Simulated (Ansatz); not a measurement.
C2H8F2In2, SMILES `[CH3][In@H-]1[F+][In@H-]([CH3])[F+]1` at its PBE0-D4/def2-TZVP geometry, where that method's forces vanish. Charge 0, multiplicity 1. In takes the def2 core potential.

```csv
atom,x (Å),y (Å),z (Å)
C1,2.285,1.229,-1.673
In2,1.688,0.102,0.026
F3,0.080,-1.124,-0.703
In4,-1.684,-0.100,-0.023
C5,-2.294,-1.230,1.671
F6,-0.075,1.120,0.715
H7,3.115,0.751,-2.194
H8,1.433,1.305,-2.349
H9,2.589,2.232,-1.371
H10,2.243,-0.731,1.403
H11,-2.226,0.737,-1.403
H12,-3.334,-1.041,1.934
H13,-1.654,-0.959,2.511
H14,-2.167,-2.292,1.457
```

(1) For each bond, give half the difference of the two atoms' forces along it (eV/Å; positive pushes the atoms apart) under PBE-D4, r2SCAN-D4, B3LYP-D4, ωB97M-V in def2-TZVPP. (Best estimate.)

Answers

(1) The calculation gave: 
```json
{"bond": "C1–In2", "length (Å)": "2.125", "PBE-D4": "0.01", "r2SCAN-D4": "0.07", "B3LYP-D4": "0.20", "ωB97M-V": "0.02"}
{"bond": "C1–H7", "length (Å)": "1.090", "PBE-D4": "0.10", "r2SCAN-D4": "-0.02", "B3LYP-D4": "-0.08", "ωB97M-V": "-0.05"}
{"bond": "C1–H8", "length (Å)": "1.090", "PBE-D4": "0.08", "r2SCAN-D4": "-0.03", "B3LYP-D4": "-0.09", "ωB97M-V": "-0.03"}
{"bond": "C1–H9", "length (Å)": "1.091", "PBE-D4": "0.10", "r2SCAN-D4": "-0.02", "B3LYP-D4": "-0.08", "ωB97M-V": "-0.04"}
{"bond": "In2–F3", "length (Å)": "2.149", "PBE-D4": "0.26", "r2SCAN-D4": "0.00", "B3LYP-D4": "0.15", "ωB97M-V": "0.00"}
{"bond": "In2–F6", "length (Å)": "2.149", "PBE-D4": "0.26", "r2SCAN-D4": "0.00", "B3LYP-D4": "0.15", "ωB97M-V": "0.00"}
{"bond": "In2–H10", "length (Å)": "1.703", "PBE-D4": "-0.02", "r2SCAN-D4": "-0.06", "B3LYP-D4": "-0.09", "ωB97M-V": "-0.08"}
{"bond": "F3–In4", "length (Å)": "2.150", "PBE-D4": "0.26", "r2SCAN-D4": "0.00", "B3LYP-D4": "0.15", "ωB97M-V": "0.00"}
{"bond": "In4–C5", "length (Å)": "2.125", "PBE-D4": "0.01", "r2SCAN-D4": "0.07", "B3LYP-D4": "0.20", "ωB97M-V": "0.02"}
{"bond": "In4–F6", "length (Å)": "2.149", "PBE-D4": "0.26", "r2SCAN-D4": "0.00", "B3LYP-D4": "0.15", "ωB97M-V": "0.00"}
{"bond": "In4–H11", "length (Å)": "1.703", "PBE-D4": "-0.02", "r2SCAN-D4": "-0.06", "B3LYP-D4": "-0.09", "ωB97M-V": "-0.08"}
{"bond": "C5–H12", "length (Å)": "1.090", "PBE-D4": "0.10", "r2SCAN-D4": "-0.02", "B3LYP-D4": "-0.08", "ωB97M-V": "-0.05"}
{"bond": "C5–H13", "length (Å)": "1.090", "PBE-D4": "0.09", "r2SCAN-D4": "-0.03", "B3LYP-D4": "-0.09", "ωB97M-V": "-0.03"}
```

B3LYP here is the variant with VWN-RPA as its local correlation; programs differ in this.

Computed with Ansatz.
